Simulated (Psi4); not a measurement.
H4BN, charge -1, doublet, at a GFN2-xTB geometry (a state made from the parent by changing its charge; the spin is typed, not shown lowest) (a gas-phase anion, which may not be bound at this level); PBE0/6-31G* run with Psi4.

Psi4 was given this input:
```
memory 2 GB

molecule {
-1 2
  B    -0.85821139    0.10739517   -0.15583823
  N     0.69923672   -0.10831351   -0.09977272
  H    -1.46270089   -0.95255085    0.11348944
  H    -1.25784084    1.05119416    0.59906258
  H     1.14447758    0.79761676    0.05102349
  H     0.97246411   -0.67504134    0.71402463
symmetry c1
no_reorient
no_com
}

set basis 6-31g*
set reference uks

energy('pbe0')
print_variables()
```

The log (banner, timings and long lists left out):

```
   => Loading Basis Set <=

    Name: 6-31G*
    Role: ORBITAL
    Keyword: BASIS

         ---------------------------------------------------------
                                   SCF
               by Justin Turney, Rob Parrish, Andy Simmonett
                          and Daniel G. A. Smith
                              UKS Reference
         ---------------------------------------------------------

  ==> Geometry <==

    Molecular point group: c1
    Full point group: C1

    Geometry (in Angstrom), charge = -1, multiplicity = 2:

       Center              X                  Y                   Z               Mass
    ------------   -----------------  -----------------  -----------------  -----------------
         B           -0.858211390000     0.107395170000    -0.155838230000    11.009305360000
         N            0.699236720000    -0.108313510000    -0.099772720000    14.003074004430
         H           -1.462700890000    -0.952550850000     0.113489440000     1.007825032230
         H           -1.257840840000     1.051194160000     0.599062580000     1.007825032230
         H            1.144477580000     0.797616760000     0.051023490000     1.007825032230
         H            0.972464110000    -0.675041340000     0.714024630000     1.007825032230

  Running in c1 symmetry.

  Rotational constants: A =      3.71257  B =      0.75105  C =      0.69068 [cm^-1]
  Rotational constants: A = 111300.13319  B =  22515.79116  C =  20705.99255 [MHz]
  Nuclear repulsion =   30.166013893076478

  Charge       = -1
  Multiplicity = 2
  Electrons    = 17
  Nalpha       = 9
  Nbeta        = 8

  ==> Algorithm <==

  SCF Algorithm Type is DF.
  DIIS enabled.
  MOM disabled.
  Fractional occupation disabled.
  Guess Type is SAD.
  Energy threshold   = 1.00e-06
  Density threshold  = 1.00e-06
  Integral threshold = 1.00e-12

  ==> Primary Basis <==

  Basis Set: 6-31G*
    Blend: 6-31G*
    Number of shells: 20
    Number of basis functions: 38
    Number of Cartesian functions: 38
    Spherical Harmonics?: false
    Max angular momentum: 2

  ==> DFT Potential <==

   => LibXC <=

    Version 7.1.2
    S. Lehtola, C. Steigemann, M. J. T. Oliveira, and M. A. L. Marques,  SoftwareX 7, 1–5 (2018) (10.1016/j.softx.2017.11.002)

   => Composite Functional: PBE0 <=

    PBE0 Hyb-GGA Exchange-Correlation Functional

    C. Adamo and V. Barone,  J. Chem. Phys. 110, 6158 (1999) (10.1063/1.478522)
    M. Ernzerhof and G. E. Scuseria,  J. Chem. Phys. 110, 5029 (1999) (10.1063/1.478401)

    Deriv               =              1
    GGA                 =           TRUE
    Meta                =          FALSE

    Exchange Hybrid     =           TRUE
    MP2 Hybrid          =          FALSE

   => Exchange Functionals <=

    0.7500   Perdew, Burke & Ernzerhof

   => Exact (HF) Exchange <=

    0.2500               HF

   => Correlation Functionals <=

    1.0000   Perdew, Burke & Ernzerhof

   => LibXC Density Thresholds  <==

    XC_HYB_GGA_XC_PBEH:  1.00E-15

   => Molecular Quadrature <=

    Radial Scheme          =       TREUTLER
    Pruning Scheme         =           NONE
    Nuclear Scheme         =       TREUTLER

    Blocking Scheme        =         OCTREE
    BS radius alpha        =              1
    Pruning alpha          =              1
    Radial Points          =             75
    Spherical Points       =            302
    Total Points           =         130300
    Total Blocks           =           1019
    Max Points             =            256
    Max Functions          =             38
    Weights Tolerance      =       1.00E-15

   => Loading Basis Set <=

    Name: (6-31G* AUX)
    Role: JKFIT
    Keyword: DF_BASIS_SCF

  ==> Integral Setup <==

  SCF_SUBTYPE=INCORE selected. In-core MEM_DF algorithm will be used.
  Using in-core AOs.

  ==> MemDFJK: Density-Fitted J/K Matrices <==

    J tasked:                   Yes
    K tasked:                   Yes
    wK tasked:                   No
    Algorithm:                 Core
    Schwarz Cutoff:           1E-12
    Mask sparsity (%):       0.0000
    Fitting Condition:        1E-10

   => Auxiliary Basis Set <=

  Basis Set: (6-31G* AUX)
    Blend: CC-PVDZ-JKFIT
    Number of shells: 84
    Number of basis functions: 262
    Number of Cartesian functions: 262
    Spherical Harmonics?: false
    Max angular momentum: 3

  Minimum eigenvalue in the overlap matrix is 1.3679903191E-02.
  Reciprocal condition number of the overlap matrix is 2.3112788975E-03.
    Using symmetric orthogonalization.

  ==> Pre-Iterations <==

  SCF Guess: Superposition of Atomic Densities via on-the-fly atomic UHF (no occupation information).

   -------------------------
    Irrep   Nso     Nmo
   -------------------------
     A         38      38
   -------------------------
    Total      38      38
   -------------------------

  ==> Iterations <==

                           Total Energy        Delta E     RMS |[F,P]|

   @DF-UKS iter SAD:   -81.21762258481644   -8.12176e+01   0.00000e+00
   @DF-UKS iter   1:   -81.55577879005492   -3.38156e-01   1.90664e-02 DIIS/ADIIS
   @DF-UKS iter   2:   -81.42718795654558    1.28591e-01   2.34618e-02 DIIS/ADIIS
   @DF-UKS iter   3:   -81.82466687859427   -3.97479e-01   2.07084e-03 DIIS/ADIIS
   @DF-UKS iter   4:   -81.82793326326097   -3.26638e-03   6.66786e-04 DIIS/ADIIS
   @DF-UKS iter   5:   -81.82832925644382   -3.95993e-04   7.52706e-05 DIIS
   @DF-UKS iter   6:   -81.82833586274403   -6.60630e-06   1.60405e-05 DIIS
   @DF-UKS iter   7:   -81.82833653441219   -6.71668e-07   5.88413e-06 DIIS
   @DF-UKS iter   8:   -81.82833660528922   -7.08770e-08   1.68848e-06 DIIS
   @DF-UKS iter   9:   -81.82833661048674   -5.19752e-09   3.63447e-07 DIIS
  Energy and wave function converged.

  ==> Post-Iterations <==

   Electrons on quadrature grid:
      Nalpha   =    9.0000028735 ; deviation = 2.874e-06
      Nbeta    =    8.0000019248 ; deviation = 1.925e-06
      Ntotal   =   17.0000047983 ; deviation = 4.798e-06

   @Spin Contamination Metric:   2.637826325E-03
   @S^2 Expected:                7.500000000E-01
   @S^2 Observed:                7.526378263E-01
   @S   Expected:                5.000000000E-01
   @S   Observed:                5.000000000E-01

    Orbital Energies [Eh]
    ---------------------

    Alpha Occupied:

       1A    -14.122707     2A     -6.489888     3A     -0.605212
       4A     -0.236995     5A     -0.233858     6A     -0.118892
       7A     -0.057436     8A     -0.008988     9A      0.117760

    Alpha Virtual:

      10A      0.306584    11A      0.373609    12A      0.434611
      13A      0.444951    14A      0.465401    15A      0.708362
      16A      0.716388    17A      0.757892    18A      0.825050
      19A      0.983479    20A      1.006494    21A      1.073559
      22A      1.159439    23A      1.170753    24A      1.181623
      25A      1.210968    26A      1.471699    27A      1.583017
      28A      1.634132    29A      1.737065    30A      1.942523
      31A      1.989296    32A      2.190718    33A      2.282906
      34A      2.389991    35A      2.691255    36A      2.764881
      37A      3.771918    38A      4.030990

    Beta Occupied:

       1A    -14.121848     2A     -6.480129     3A     -0.602578
       4A     -0.231325     5A     -0.215854     6A     -0.110037
       7A     -0.049693     8A      0.001594

    Beta Virtual:

       9A      0.278766    10A      0.313795    11A      0.377945
      12A      0.448109    13A      0.466514    14A      0.486088
      15A      0.720039    16A      0.770031    17A      0.784126
      18A      0.847544    19A      0.987102    20A      1.015623
      21A      1.083713    22A      1.165710    23A      1.180594
      24A      1.186949    25A      1.220586    26A      1.491632
      27A      1.613590    28A      1.653904    29A      1.801273
      30A      1.959365    31A      2.010553    32A      2.206875
      33A      2.293078    34A      2.402260    35A      2.694584
      36A      2.770647    37A      3.795858    38A      4.034998

    Final Occupation by Irrep:
              A
    DOCC [     8 ]
    SOCC [     1 ]
    NA   [     9 ]
    NB   [     8 ]

  @DF-UKS Final Energy:   -81.82833661048674

   => Energetics <=

    Nuclear Repulsion Energy =             30.1660138930764781
    One-Electron Energy =                -173.6126471134490430
    Two-Electron Energy =                  71.1526134302154674
    DFT Exchange-Correlation Energy =      -9.5343168203296340
    Empirical Dispersion Energy =           0.0000000000000000
    VV10 Nonlocal Energy =                  0.0000000000000000
    Total Energy =                        -81.8283366104867440

  UHF NO Occupations:
  HONO-2 :    7  A 1.9996463
  HONO-1 :    8  A 1.9993598
  HONO-0 :    9  A 1.0000000
  LUNO+0 :   10  A 0.0006402
  LUNO+1 :   11  A 0.0003537
  LUNO+2 :   12  A 0.0001942
  LUNO+3 :   13  A 0.0001201

Computation Completed

Properties will be evaluated at   0.000000,   0.000000,   0.000000 [a0]

Properties computed using the SCF density matrix

 Multipole Moments:

 ------------------------------------------------------------------------------------
     Multipole            Electronic (a.u.)      Nuclear  (a.u.)        Total (a.u.)
 ------------------------------------------------------------------------------------

 L = 1.  Multiply by 2.5417464519 to convert [e a0] to [Debye]
 Dipole X            :          1.4383368            0.0000001            1.4383369
 Dipole Y            :         -0.0009819            0.0000000           -0.0009819
 Dipole Z            :          0.6298917           -0.0000001            0.6298916
 Magnitude           :                                                    1.5702158

 ------------------------------------------------------------------------------------

  Variable Map:
  ----------------------------------------------------------------------------
  "CURRENT ENERGY"              =>     -81.828336610487
  "CURRENT REFERENCE ENERGY"    =>     -81.828336610487
  "DD SOLVATION ENERGY"         =>       0.000000000000
  "DFT FUNCTIONAL TOTAL ENERGY" =>     -81.828336610487
  "DFT TOTAL ENERGY"            =>     -81.828336610487
  "DFT VV10 ENERGY"             =>       0.000000000000
  "DFT XC ENERGY"               =>      -9.534316820330
  "GRID ELECTRONS ALPHA"        =>       9.000002873507
  "GRID ELECTRONS BETA"         =>       8.000001924776
  "GRID ELECTRONS TOTAL"        =>      17.000004798283
  "NUCLEAR REPULSION ENERGY"    =>      30.166013893076
  "ONE-ELECTRON ENERGY"         =>    -173.612647113449
  "PCM POLARIZATION ENERGY"     =>       0.000000000000
  "PE ENERGY"                   =>       0.000000000000
  "SCF ITERATION ENERGY"        =>     -81.828336610487
  "SCF ITERATIONS"              =>       9.000000000000
  "SCF TOTAL ENERGY"            =>     -81.828336610487
  "TWO-ELECTRON ENERGY"         =>      71.152613430215
  "XC GRID RADIAL POINTS"       =>      75.000000000000
  "XC GRID SPHERICAL POINTS"    =>     302.000000000000
  "XC GRID TOTAL POINTS"        =>  130300.000000000000

  Array Variable Map:
  ----------------------------------------------------------------------------
  "CURRENT DIPOLE"              =>       1.438336944369 ... 0.629891638354 1 by 3
  "SCF DIPOLE"                  =>       1.438336944369 ... 0.629891638354 1 by 3
  "SCF TOTAL ENERGIES"          =>     -81.217622584816 ... -81.828336610487 1 by 10
```
